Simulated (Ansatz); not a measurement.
H2Te, triplet, at the geometry of the source list (a higher spin typed on purpose: for a closed-shell molecule this is an excited state) (core potentials on Te); Ansatz (a program for electronic structure) with R2SCAN/def2-SVPD.

Input for Ansatz:
Ansatz 0.2 input:
```yaml
crystal:
  periodic: [false, false, false]
  atoms:
    - {symbol: Te, position_ang: [-0.00170000, 0.78910000, 0.00000000]}
    - {symbol: H, position_ang: [-1.13910000, -0.39800000, 0.00000000]}
    - {symbol: H, position_ang: [1.14080000, -0.39100000, 0.00000000]}
basis:
  gaussian:
    orbitals: def2-SVPD
hamiltonian:
  xc: r2scan
magnetization: {spin_polarized: true, initial_magnetization: 2}
accuracy: high
```

What does Ansatz print? Leave out banner, timings and long lists.


```
Functional definition: r2SCAN
1136 factors; integrals over basis functions are off by at most 2.8e-9 eV
mean field evaluation 1: about -7323.9483 eV, gradient 6.0e0 eV
mean field evaluation 2: about -7324.1487 eV, gradient 4.0e0 eV
mean field evaluation 4: about -7324.2874 eV, gradient 1.6e-1 eV
mean field evaluation 8: about -7324.2853 eV, gradient 8.7e-3 eV
mean field evaluation 16: about -7324.2853 eV, gradient 1.1e-5 eV
mean field evaluation 32: about -7324.2853 eV, gradient 1.5e-2 eV
mean field -7324.28527958 eV, -269.1625194458 hartree, gradient 3.0e-8 eV, S^2 2.006316; 3 other end points of the search recorded, 0 dependent functions left out
reference -7324.28528688 eV, -269.1625197138 hartree; 14, 12 occupied and 37, 39 virtual orbitals, 1136 factors
Total energy: -7324.28528688 eV, -269.1625197138 hartree
```
